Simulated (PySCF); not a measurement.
pentafluoroethane (C$_{2}$HF$_{5}$), singlet, at a GFN2-xTB geometry. Base run: PBE0/6-31G (PySCF).

PySCF was given this input:
```python
from pyscf import gto, scf, dft

mol = gto.M(
    atom='''
F     1.251144   -1.248423    0.511104
C     0.931386   -0.169865   -0.218652
F     1.587801    0.883492    0.288926
C    -0.595882    0.079322   -0.141779
F    -1.023063    0.275912    1.097322
F    -0.921973    1.149807   -0.868498
F    -1.255767   -0.963978   -0.648210
H     1.243703   -0.328042   -1.263212
''',
    basis='6-31g',
    charge=0,
    spin=0,
    verbose=5,
)

mf = dft.RKS(mol)
mf.xc = 'pbe0'
mf.kernel()
mo_i, mo_e, stable_i, stable_e = mf.stability(internal=True, external=True, return_status=True, nroots=6, tol=1e-6)
print('internally stable:', stable_i, ' externally stable:', stable_e)
if not stable_e:
    umf = mf.to_uhf() if not hasattr(mf, 'xc') else mf.to_uks()
    umf.scf_summary = {}
    umf.kernel(umf.make_rdm1(mo_e, umf.mo_occ))
mf.analyze()
```

The bond that is stretched is that between atoms 6 and 4. A test that says stable can miss a lower solution.

The base run was repeated with changes; each row names its change, and settings that it needs were set with it.

```json
[
 {"change": "base", "ΔE vs base (eV)": "0.00", "<S^2>": "0.000", "HOMO-LUMO gap (eV)": "12.29", "stability test says": "stable", "outcome": "converged"},
 {"change": "bond × 1.25", "ΔE vs base (eV)": "0.85", "<S^2>": "0.000", "HOMO-LUMO gap (eV)": "9.40", "stability test says": "stable", "outcome": "converged"},
 {"change": "bond × 1.5", "ΔE vs base (eV)": "2.56", "<S^2>": "0.000", "HOMO-LUMO gap (eV)": "6.19", "stability test says": "stable", "outcome": "converged"},
 {"change": "bond × 1.8", "ΔE vs base (eV)": "4.28", "<S^2>": "0.000", "HOMO-LUMO gap (eV)": "3.91", "stability test says": "external instability", "outcome": "converged"},
 {"change": "bond × 2.2", "ΔE vs base (eV)": "-", "<S^2>": "-", "HOMO-LUMO gap (eV)": "-", "stability test says": "-", "outcome": "not converged"},
 {"change": "bond × 3.0", "ΔE vs base (eV)": "-", "<S^2>": "-", "HOMO-LUMO gap (eV)": "-", "stability test says": "-", "outcome": "not converged"}
]
```

Where a bond breaks into two radicals, a solution with restricted orbitals usually stops being the lowest and lies too high; an unrestricted one lies lower at the price of spin contamination, which <S^2> shows.
